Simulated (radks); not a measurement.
Results of a calculation; reference values are marked as such.
Removal energies from the barium ion Ba10+, [Kr] 4d10, by Delta-SCF beside the eigenvalue of the level emptied. Level of theory: Dirac Kohn-Sham, BLYP, spin-unpolarised, spherical densities, finite nucleus; Fermi nuclear charge, rms radius of each element as measured or else 0.836 A^(1/3) + 0.57 fm (a radial shooting solver on a logarithmic mesh with Libxc functionals). Sub-shells are occupied by j as written (lower j first in brackets).

removed from                    final configuration  Delta-SCF (eV)  -eigenvalue (eV)
4d5/2                       [Kr] 4d(3/2: 4, 5/2: 5)          241.78            228.14
4d3/2                       [Kr] 4d(3/2: 3, 5/2: 6)          244.65            230.90
4p3/2         [Ar] 3d10 4s2 4p(1/2: 2, 3/2: 3) 4d10          331.47            316.95
4p1/2         [Ar] 3d10 4s2 4p(1/2: 1, 3/2: 4) 4d10          347.61            332.69
